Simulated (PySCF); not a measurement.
# Br (bromine, neutral) across methods

[Ar] 3d10 4s1 4p5 5s1, high-spin 4P determinant (an excited configuration). Calculation: PySCF 2.14, in aug-cc-pVTZ-DK; the spin-free X2C one-electron Hamiltonian (Gaussian nucleus). The B2PLYP total includes its PT2 part (frozen core); its orbital energies are those of the SCF part.

| method | E (hartree) | mean ε 4p α (eV) | mean ε 4p β (eV) | mean ε 5s α (eV) | Σ⟨r²⟩ (bohr²) | ⟨S²⟩ |
| --- | --- | --- | --- | --- | --- | --- |
| wB97X | -2605.478 | -17.068 | -14.649 | -3.477 | 57.66 | 3.755 |
| r2SCAN | -2605.414 | -13.725 | -11.467 | -2.002 | 57.91 | 3.756 |
| M06 | -2605.436 | -14.536 | -12.166 | -2.167 | 57.27 | 3.753 |
| B2PLYP | -2605.004 | -16.056 | -12.954 | -2.683 | 58.03 | 3.756 |
| PBE | -2605.103 | -13.061 | -11.213 | -1.949 | 57.51 | 3.752 |
| BHandHLYP | -2605.400 | -16.009 | -13.133 | -2.676 | 57.86 | 3.756 |
| PBE0 | -2605.144 | -14.685 | -12.233 | -2.412 | 57.68 | 3.754 |
| LDA | -2601.709 | -13.135 | -11.388 | -2.073 | 57.26 | 3.752 |

Task: Estimate the same row for UHF.

Result: E (hartree) = -2603.61675; mean ε 4p α (eV) = -18.722; mean ε 4p β (eV) = -13.954; mean ε 5s α (eV) = -3.374; Σ⟨r²⟩ (bohr²) = 58.75; ⟨S²⟩ = 3.762.

The outer electron is Rydberg-like, and this basis confines it to a smaller radius and binds it less than a complete one would.
